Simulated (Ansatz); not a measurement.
Stepwise reaction of `[CH3][V](=[O])([F])[F]` with hydrogen chloride, as a gas-phase model of exchange steps in deposition or etching. ΔE in kJ/mol; ΔG adds harmonic PBE0-D4 terms to CCSD(T)/CBS, at 1 bar.

Gas-phase electronic energies from Ansatz, PBE0-D4/def2-TZVP geometries. CBS: MP2 limit from def2 TZ/QZ plus the TZ coupled-cluster correction, frozen cores. This one scheme is used for every species. Functionals use def2-TZVPP. B3LYP here is the variant with VWN-RPA as its local correlation; programs differ in this. For V outer-core shells are correlated without core-valence functions, which leaves a few kJ/mol of doubt a bond. Scalar relativity is left out up to krypton.

```
step                                                          reaction  PBE-D4  B3LYP-D4  ωB97M-V  CCSD(T)/CBS  ΔG(600 K)
   1  `[CH3][V](=[O])([F])[F]` + HCl → `[CH3][V](=[O])([F])[Cl]` + H–F    11.0      10.7     12.4         -0.8        5.1
```

(1) Give the row of step 2, `[CH3][V](=[O])([F])[Cl]` + HCl → `[CH3][V](=[O])([Cl])[Cl]` + H–F. (Best estimate.)

(2) By hand: ΔE of the 2 steps together at CCSD(T)/CBS.

Answers

(1) Computed: 
```json
{"step": "2", "reaction": "`[CH3][V](=[O])([F])[Cl]` + HCl → `[CH3][V](=[O])([Cl])[Cl]` + H–F", "PBE-D4": "9.8", "B3LYP-D4": "9.3", "ωB97M-V": "11.3", "CCSD(T)/CBS": "-3.0", "ΔG(600 K)": "2.8"}
```

(2) (-0.8) + (-3.0) = -3.8 kJ/mol, or -1.9 kJ/mol a step.

In ΔE the steps differ by no more than 2.2 kJ/mol. ΔG lies between 2.8 and 5.1 kJ/mol a step. PBE-D4 differs from CCSD(T)/CBS by 11.8 to 12.8 kJ/mol a step. Only this route is followed, and other bonds may react first. Isolated molecules leave out the surface, adducts and barriers. Largest T1 diagnostic: 0.031.
